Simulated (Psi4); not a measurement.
Here is a job for Psi4.
```
memory 2 GB

molecule {
0 2
Cl   -0.00000000   -0.00000000   -0.49281646
O     0.00000000    0.00000000    1.04723499
}

set {
  basis cc-pvtz
  reference uks
}

energy('b3lyp')
print_variables()
```

Task: Predict the total energy from B3LYP/cc-pVTZ run with Psi4 1.11.

Result: -535.3662 Eh

Task: Predict the <S^2> from B3LYP/cc-pVTZ.

Result: 0.754

These values belong to the state on which the SCF converged, which isn't shown to be the lowest.
